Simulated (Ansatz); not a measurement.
**Cost against result**

Saddle point of AlNH$_{6}$OF$_{2}$, closed shell (AlHF₂ ([F][AlH][F]) + H₂O + NH₃ → AlNH₂F₂ ([NH2][Al]([F])[F]) + H₂O + H₂; bonds formed: H2–H7, H5–O8; dative contacts that become bonds: Al1–N6; bonds broken: Al1–H2, H5–N6, H7–O8), PBE0-D4/def2-TZVP structure:

Al1  (-0.827, 0.494, -0.861)
H2  (0.877, 0.691, -1.196)
F3  (-1.281, -0.626, -1.990)
F4  (-1.392, 2.044, -0.941)
H5  (0.680, -0.424, 0.936)
N6  (-0.793, -0.241, 0.848)
H7  (1.304, 0.259, -0.455)
O8  (1.718, -0.297, 0.649)
H9  (-1.299, -1.114, 0.937)
H10  (-1.113, 0.367, 1.593)
H11  (2.126, -1.153, 0.481)
(Å)

Barriers are electronic and count from the start structure reached by relaxing down the imaginary mode.

Ansatz 0.2.0; basis: as named in each row; cores frozen in the correlated methods. B3LYP uses VWN-RPA correlation. Extrapolation: Hartree–Fock as exp(−7.88 √X), correlation as X^−2.97.

Times are rough, for one single point on 8 threads of a shared host (Intel Xeon 6975P-C).

The estimate by CCSD(T) at an estimated basis limit (MP2 extrapolated from triple and quadruple zeta, plus CCSD(T) − MP2 in triple zeta) is 130.6 kJ/mol.

```
      method       basis  time (s)  barrier (kJ/mol)  method less estimate
          HF      STO-3G   under 1             129.6                  -1.1
      PBE-D4      STO-3G   under 1             -47.7                -178.4
       SPW92    def2-SVP   under 1              56.6                 -74.1
    B3LYP-D4       6-31G   under 1             122.5                  -8.1
      PBE-D4    def2-SVP   under 1              82.9                 -47.7
     PBE0-D4    def2-SVP   under 1             105.5                 -25.1
       SPW92  def2-TZVPP         1              67.1                 -63.6
     BLYP-D4  def2-TZVPP         1             102.4                 -28.3
      PBE-D4  def2-TZVPP         1              92.7                 -37.9
     wB97M-V    def2-SVP         2             117.4                 -13.2
    B3LYP-D4  def2-TZVPP         2             117.1                 -13.6
     PBE0-D4  def2-TZVPP         2             112.1                 -18.6
    BHLYP-D4  def2-TZVPP         2             140.5                   9.8
CAM-B3LYP-D4  def2-TZVPP         2             121.8                  -8.8
  r2SCAN0-D4  def2-TZVPP         2             116.5                 -14.2
   r2SCAN-D4  def2-TZVPP         2             101.2                 -29.5
     CCSD(T)    def2-SVP         2             135.3                   4.7
  RPA on PBE  def2-TZVPP         2             128.8                  -1.9
      B2PLYP  def2-TZVPP         3             123.2                  -7.4
    PBE-QIDH  def2-TZVPP         3             124.4                  -6.3
      B97M-V  def2-TZVPP         3             128.4                  -2.3
     wB97M-V  def2-TZVPP         3             127.1                  -3.5
     wB97X-V  def2-TZVPP         3             127.5                  -3.1
         MP2  def2-QZVPP         9             121.6                  -9.0
     CCSD(T)  def2-TZVPP        35             130.3                  -0.4
```

All methods are single points on the PBE0-D4 structures; a negative value means that the method puts the saddle structure below the start.

T1 diagnostic: at most 0.012.

The step is the kind of exchange with an N–H group that builds nitride films in atomic layer and chemical vapour deposition.

Labels in which every atom is bracketed show which atoms are joined, not bond orders.
